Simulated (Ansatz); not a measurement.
Molecule: NbO2F, net charge 0, singlet state. SMILES: [O]=[Nb]([F])=[O]
Coordinates optimised at B3LYP-D3(BJ)/def2-TZVP (Ansatz, an electronic-structure program):
```
Nb
O 1 1.7180
O 1 1.7180 2 107.46
F 1 1.9103 2 113.91 3 -127.17
```
Charge 0, spin multiplicity 1.

Property: vertical ionisation energy to the doublet, in eV. Conventions: no spin-orbit coupling; 6-31G* and kin with 6d, 5d where marked; valence correlation only (noble-gas shells and the d and f shells of earlier blocks); def2 sets with scalar-relativistic core potentials past Kr; each state is the SCF solution reached for its charge and spin; STO-3G and 3-21G all-electron and non-relativistic; LANL2DZ with its own core potentials from Na on; no dispersion term unless named; UHF or UKS for open shells. First-principles rows: single points at B3LYP-D3(BJ) geometries (Ansatz). A UHF reference is markedly spin-contaminated in at least one set, which strains HF and MP2.

```tsv
level	program	vertical ionisation energy to the doublet (eV)
HF/6-31G* with LANL2DZ past Ar	Ansatz	9.27
PBE/6-31G* with LANL2DZ past Ar	Ansatz	10.67
B3LYP/STO-3G	Ansatz	6.76
B3LYP/3-21G	Ansatz	10.61
B3LYP/6-31G* with LANL2DZ past Ar	Ansatz	10.89
MP2/6-31G* with LANL2DZ past Ar	Ansatz	12.78
B3LYP/def2-TZVPD	Ansatz	10.96
PBE0/def2-TZVPD	Ansatz	10.88
wB97M-V/def2-TZVPD	Ansatz	11.05
```

No value to compare with is used here. The 6 habitual levels span 6.76 (B3LYP/STO-3G) to 12.78 eV (MP2/6-31G* with LANL2DZ past Ar); B3LYP/def2-TZVPD gives 10.96.

The levels are drawn from those run, B3LYP/6-31G* more often than the rest, none by its result; left out are runs that failed, that the program found above a lower state of the same kind, or whose <S^2> lies over 0.5 above the pure value.
